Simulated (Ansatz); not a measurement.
Interaction energy ladder

The pair of Ag⁺ (SMILES [Ag+], atom 1) and CH$_{3}$F (SMILES CF, atoms 2–6), both closed shells, in one local arrangement (a lower one may exist), relaxed at PBE0-D4/def2-TZVP:

```
6
angstrom
Ag 0.5030 -0.6789 -2.7605
C -0.1202 0.1940 0.6271
F 0.1678 -0.6215 -0.5126
H -1.0755 0.6802 0.4443
H 0.6926 0.9096 0.7261
H -0.1677 -0.4834 1.4757
```

Computed with Ansatz 0.2.0 (basis: def2-TZVPPD, with def2-QZVPPD for the basis limit); correlated methods freeze the cores. Filled d shells of the heavier atoms are correlated. Core potentials replace the inner electrons of the atoms past krypton. B3LYP uses VWN-RPA correlation. Extrapolation: Hartree–Fock as exp(−7.88 √X), correlation as X^−2.97. Interaction energies count from these two fragments, frozen as in the pair, with the counterpoise correction; negative means bound.

Problem. What is the interaction energy by CCSD(T) at an estimated basis limit (MP2 extrapolated from triple and quadruple zeta, plus CCSD(T) − MP2 in triple zeta)? (Judge from chemistry; the value comes from the calculation.)

Solution. By the calculation: -22.56 kcal/mol. Hartree–Fock alone gives -18.63 kcal/mol at the basis limit. It counts from the two fragments frozen as in the pair.

The same quantity by other methods in triple zeta, and each one's difference from that estimate:
```csv
method,E_int (kcal/mol),difference
PBE-D4,-23.32,-0.76
revPBE-D4,-20.99,1.57
BLYP-D4,-23.71,-1.15
r2SCAN-D4,-24.73,-2.17
B97M-V,-23.63,-1.08
PBE0-D4,-22.35,0.21
B3LYP-D4,-23.30,-0.74
HSE06-D4,-22.28,0.28
wB97X-V,-22.11,0.44
wB97M-V,-22.05,0.51
B2PLYP,-21.84,0.71
HF,-18.33,4.22
MP2,-21.01,1.55
CCSD,-20.27,2.29
CCSD(T),-20.54,2.01
```
Differences are method less estimate.

Problem. Which atoms make the shortest contact between the fragments?

Solution. Ag1 and F3, 2.27 Å apart.

Energy to bend the free fragments (PBE0-D4 minima) into their shapes in the pair, CCSD(T)/def2-TZVPPD: CH$_{3}$F 0.66 kcal/mol. This must be added to the interaction energy to get the binding energy from relaxed fragments.

Basis-set superposition shift (counterpoise-corrected less uncorrected): CCSD(T) 1.54; MP2 1.43; HF 0.05; PBE0-D4 0.06; wB97M-V 0.07 kcal/mol.

No T1 diagnostic of these runs exceeds 0.011.

For scale, one of the runs: CCSD(T)/def2-TZVPPD, 184 basis functions, launched by `ansatz run in.yaml --threads 4 --pin off --events-out ev --progress --plain --max-ram 9574MiB`. Hardware: 4 CPU threads of an Arm Neoverse V2, shared host. Wall time 67 s; peak host memory 2.3 GiB.
